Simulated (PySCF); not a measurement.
A structure optimised at PBE0-D3(BJ)/def2-SVP, used in a PySCF frequency run:

```xyz
5

F      1.0983    -1.0983     1.0983
Sn     0.0000     0.0000     0.0000
F     -1.0983    -1.0983    -1.0983
F     -1.0983     1.0983     1.0983
F      1.0983     1.0983    -1.0983
```

Question: Write its SMILES, formula and point group.

Answer: [F][Sn]([F])([F])[F], F₄Sn, Td

Question: What are its rotational constants (standard atomic weights)?

Answer: 2.7565, 2.7565, 2.7565 GHz
